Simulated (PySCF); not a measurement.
These 2 structures share the formula C3H7NO2Si. Theory: PBE0-D3(BJ)/def2-SVP geometry optimisation, gas phase in PySCF. One conformer each; no zero-point energy, no entropy. No frequencies were run at this level. Point groups hold within 0.08 Å.

Question: Order them by energy at this level, lowest first, and give relative energies in kcal/mol.
A. `[CH2:1]=[N:2][SiH2:3][O:4][C:5]([CH3:6])=[O:7]` with C1–N2–Si3–O4 -124°, N2–Si3–O4–C5 -177°, Si3–O4–C5–C6 180°
B. `[CH3:1][O:2][SiH2:3][O:4][CH2:5][C:6]#[N:7]` with C1–O2–Si3–O4 177°, O2–Si3–O4–C5 176°, Si3–O4–C5–C6 -178°

Answer: A (0.0), B (17.0).

As drawn, the lower has a C=O bond, a C=N bond and a C(=O)–O unit, which the higher lacks; the higher has a C≡N group, which the lower lacks.

```csv
SMILES,E (Eh),E rel (kcal/mol),dipole (D),point group,"A, B, C (MHz)"
C=N[SiH2]OC(C)=O,-612.45799,0.0,1.95,C1,"6528, 1085, 969.5"
CO[SiH2]OCC#N,-612.43082,17.0,5.21,–,"8495, 806.8, 750.5"
```

Q: How do the relative energies change in single points at CAM-B3LYP/def2-SVPD (no added dispersion term) on the same geometries?

A: 
```csv
SMILES,PBE0-D3(BJ)/def2-SVP (kcal/mol),CAM-B3LYP/def2-SVPD (kcal/mol),shift
C=N[SiH2]OC(C)=O,0.0,0.0,0.0
CO[SiH2]OCC#N,17.0,13.9,-3.1
```

Each column counts from its own lowest isomer. The order is unchanged; the largest shift is 3.1 kcal/mol.
